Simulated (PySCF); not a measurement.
Gas-phase reaction: SnCl₄ + HCl = SnHCl₃ + 2 Cl

Computed with PySCF (xtb for GFN2) and rigid-rotor harmonic-oscillator thermochemistry at 1 bar. † marks an energy on the PBE0/def2-TZVP geometry and frequencies; other levels use their own. MP2 and CCSD(T) freeze the core. Open shells (unrestricted): Cl (multiplicity 2, electronic degeneracy 6); the rest are closed-shell singlets. GFN2 has no spin-polarisation term. Spin-orbit splitting is ignored; it lowers the true energy and changes the entropy of Cl. Sn: scalar-relativistic def2 core potential, no spin-orbit coupling. SnHCl₃: computed as isolated molecules; such fragments, hydroxides, amides, oligomers or adducts are transient or little studied in the gas. MP2 isn't extrapolated to the basis-set limit; its ΔH°(298 K) is 460.8 kJ in def2-SVP and 504.5 kJ in def2-TZVPP. CCSD(T) isn't extrapolated to the basis-set limit; its ΔH°(298 K) is 437.2 kJ in def2-SVP and 470.4 kJ in def2-TZVPP. The harmonic model lacks anharmonicity and excited electronic states, which grow with temperature; levels with a mode under 35 cm⁻¹ are left out. Soft modes under 120 cm⁻¹ make the harmonic entropy rough for SnCl₄, SnHCl₃.

| level | ΔE electronic, kJ | ΔH°(298 K), kJ | ΔS°(298 K), J/K | ΔG°(1800 K), kJ |
|---|---|---|---|---|
| BLYP/def2-TZVP† | 463 | 460 | 127 | 225 |
| CCSD(T)/def2-TZVPP† | 473 | 470 | 127 | 235 |
| GFN2-xTB | 467 | 462 | 123 | 231 |
| M06-2X/def2-TZVP† | 498 | 495 | 127 | 260 |
| MP2/def2-SVP† | 464 | 461 | 127 | 226 |
| MP2/def2-TZVPP† | 507 | 505 | 127 | 269 |
| PBE/def2-SVP | 494 | 491 | 126 | 258 |
| PBE0/def2-QZVP† | 490 | 487 | 127 | 252 |
| LDA/def2-TZVP† | 575 | 572 | 127 | 337 |
| ωB97M-V/def2-TZVP† | 495 | 492 | 127 | 257 |
| ωB97X-V/def2-TZVP† | 488 | 485 | 127 | 250 |
ΔH° is lowest at BLYP/def2-TZVP† and highest at LDA/def2-TZVP†. No reference value is set beside these.
